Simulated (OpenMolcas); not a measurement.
Levels of Fe4+ by method

```json
{
 "Program": "OpenMolcas 26.06",
 "Basis": "ANO-RCC-VQZP [7s6p4d3f2g1h]",
 "Scalar Hamiltonian": "DKH2, point nucleus",
 "Active space": "10 electrons in 8 orbitals (RAS1 3p, at most 2 holes; RAS2 3d)",
 "State averaging": "2S+1 = 5 even, 5 roots; 2S+1 = 3 even, 45 roots; 2S+1 = 1 even, 44 roots",
 "Spin-orbit coupling": "RASSI with atomic mean-field integrals over the reference wave functions, term energies averaged over their components"
}
```

Methods on the same reference wave functions:
A. RASSCF
B. SS-RASPT2, IPEA 0.25 Eh, imaginary shift 0.1 Eh (closed shells correlated: 3s)
C. MS-RASPT2, IPEA 0.25 Eh, imaginary shift 0.1 Eh (closed shells correlated: 3s)

Energies in cm-1 above 3d4 5D0, the measured ground level; measured values from Corliss and Sugar, J. Phys. Chem. Ref. Data 11, 135 (1982).

```
     Level      A      B      C  Measured
   3d4 5D0    0.0    0.0    0.0       0.0
   3d4 5D1    151    151    151       142
   3d4 5D2    443    443    442       417
   3d4 5D3    860    860    859       803
   3d4 5D4   1386   1385   1384      1283
3d4 3P0(1)  25344  24690  24670     24055
3d4 3P1(1)  26238  25600  25570     24973
3d4 3P2(1)  27787  27140  27100     26468
   3d4 3H4  29247  25180  25180     24932
   3d4 3H5  29589  25510  25510     25226
3d4 3F2(1)  29808  27400  27390     26761
   3d4 3H6  29949  25870  25860     25528
3d4 3F3(1)  29964  27510  27480     26842
3d4 3F4(1)  30173  27690  27650     26974
   3d4 3G3  34832  30550  30540     29817
   3d4 3G4  35209  30930  30920     30147
   3d4 3G5  35564  31230  31230     30430
3d4 1G4(1)  41825  37840  37810     36586
   3d4 3D3  42754  37980  37970     36630
   3d4 3D2  42850  38100  38100     36758
   3d4 3D1  43002  38230  38230     36925
   3d4 1I6  44106  37900  37900     37512
   3d4 1S0  44894  41510  41510     39633
   3d4 1D2  50189  47650  47650     46291
```

Deviations, from unrounded energies. A percentage is the sum of absolute deviations over the sum of measured energies, with the sign that they share, or ± where signs differ.

| Against measurement | Levels | A | B | C |
| --- | --- | --- | --- | --- |
| mean absolute deviation (cm-1) | 23 | 3500 | 700 | 690 |
| fine structure of the ground term (%) | 4 | +7.4 | +7.3 | +7.2 |
| other terms of the ground configuration (%) | 19 | +13.6 | +2.7 | +2.7 |

B, C lie about equally close to measurement and A furthest from it. The largest miss of C in the table is 3d4 1S0, by +1900 cm-1. The ranking rests on the paired levels alone, and a cruder setting can come out closer through cancelling errors.

Between B and C the level of the table that moves most is 3d4 3F4(1), by 47 cm-1 (lowest in C, highest in B). Moves below CASPT2's spread within the term are not significant.

The two smallest mean deviations differ by little beside CASPT2's spread within terms, so their order carries little weight.

From A to B the spin-free energies of the other terms of 3d4 shown, above 5D, scale by factors of 0.86 to 0.98.

The lowest spin-free term lies below A's lowest term by 0.352 hartree in B, 0.352 hartree in C.

CASPT2 does not keep the components of a term degenerate, so their means are used; among the terms shown or strongly mixed into the levels shown the widest spread is 1400 cm-1 (3d4 1I, C). Active for correlation alone: 3p; no level in the range computed is led by a configuration that opens it, so any true level of that kind is missing. Without dynamic correlation excited terms often stand tens of per cent too high (terms of higher spin than the ground term too low), and those without a measured partner can miss by more than the paired ones (holds for A). The CASPT2 spread within a term exceeds the gap to the next term for 3d4 1G(1) and 3d4 1I, 3d4 1I and 3d4 3D, so the order of their levels is uncertain (holds for C). Measured partners are found by configuration, term and J. A level has none where our copy of the source lacks it or the pairing is in doubt (some pairs that miss far off the trend of their configuration count as doubtful), and it then counts in no deviation. Levels of configurations outside the active space are missing. The table leaves out levels that lie high or whose names do not pair safely across all columns.

A number in round brackets counts repeated terms of one configuration in the order of the reference energies.
